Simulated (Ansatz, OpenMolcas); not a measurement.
# Heat of formation of C2H3I (vinyl iodide) from total energies

The species is C2H3I (6 atoms), meant as a singlet with charge 0. SMILES: `C=CI`. The shape is that of a PBE0-D4/def2-TZVP optimisation.

Total energies at B3LYP/def2-SVP (core potential) (OpenMolcas 26.06); the atoms run unrestricted:

```
species    state  energy (Eh)
  C2H3I  singlet  -375.720801
      C  triplet   -37.814061
      I  doublet  -297.768470
      H  doublet    -0.501259
```

Harmonic wavenumbers at PBE0-D4/def2-TZVP, in cm⁻¹: 312, 560, 563, 948, 986, 1004, 1260, 1407, 1667, 3154, 3220, 3250.

Measured heats of formation of the gaseous atoms at 298.15 K, in kJ/mol: C 716.9, I 106.8, H 218.0. Spin-orbit lowering of the atoms at 298 K (mean of the ground term's levels less their thermal mean, from spectra), in kJ/mol: C 0.02, I 30.32. Take 1 Eh = 2625.50 kJ/mol, 1 cm⁻¹ = 0.0119627 kJ/mol, RT = 2.479 kJ/mol.

Work out the heat of formation of the gas at 298 K.


1. Electronic atomisation energy: 2 × (-37.814061) + (-297.768470) + 3 × (-0.501259) − (-375.720801) = 0.820432 Eh = 2154.0 kJ/mol.
2. Zero-point energy: half the sum of the wavenumbers, 9165.5 cm⁻¹ = 109.6 kJ/mol.
3. Thermal vibrational enthalpy, Σ hcν̃/(exp(hcν̃/kT) − 1): 2.4 kJ/mol. Translation, rotation and pV of a non-linear molecule: 4 RT = 9.9 kJ/mol.
4. The 6 free atoms carry 5/2 RT each: 37.2 kJ/mol.
5. Spin-orbit coupling lowers the free atoms by 2 × 0.02 + 30.32 = 30.4 kJ/mol.
6. Atomisation enthalpy at 298 K: 2154.0 − 30.4 − 109.6 − 2.4 − 9.9 + 37.2 = 2038.9 kJ/mol.
7. Sum of the atoms' heats of formation: 2194.6 kJ/mol. Heat of formation: 2194.6 − 2038.9 = +155.7 kJ/mol.

The tabulated value is +130.6 kJ/mol (Active Thermochemical Tables), so this level is off by +25.1 kJ/mol, or 1.2 % of the atomisation enthalpy that the table implies (2063.9 kJ/mol). The molecule's own second-order spin-orbit lowering, which matters beside iodine, is left out. Anharmonicity and any spin-orbit splitting of the molecule are left out.
